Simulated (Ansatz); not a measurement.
Cartesian coordinates (Å):
```xyz
12

B      0.5858     1.4397     0.1120
C     -0.1508     0.0741     0.0661
C     -1.6498     0.0342     0.1004
C      0.5374    -1.0752    -0.0038
C      1.9604    -1.1760    -0.0419
N      3.0963    -1.3256    -0.0755
H      1.7709     1.4840     0.0848
H     -0.0477     2.4457     0.1750
H     -2.0433    -0.9814     0.0615
H     -2.0640     0.5984    -0.7373
H     -2.0216     0.5152     1.0071
H      0.0266    -2.0329    -0.0363
```
Charge 0, spin multiplicity 1.

Computed with frozen-core CCSD(T)/cc-pVTZ // CAM-B3LYP-D3(BJ)/def2-TZVP in Ansatz (a program for electronic structure). The restricted HF reference is unstable towards unrestricted orbitals.

```yaml
HF energy: -234.13618 Ha
MP2 correlation energy: -0.92322 Ha
```

Problem. Estimate the CCSD correlation energy, the (T) correction, the total energy and the T1 diagnostic.

Solution. 
- CCSD correlation energy = -0.95891 Ha
- (T) correction = -0.04677 Ha
- CCSD(T) total energy = -235.14187 Ha
- T1 diagnostic = 0.013
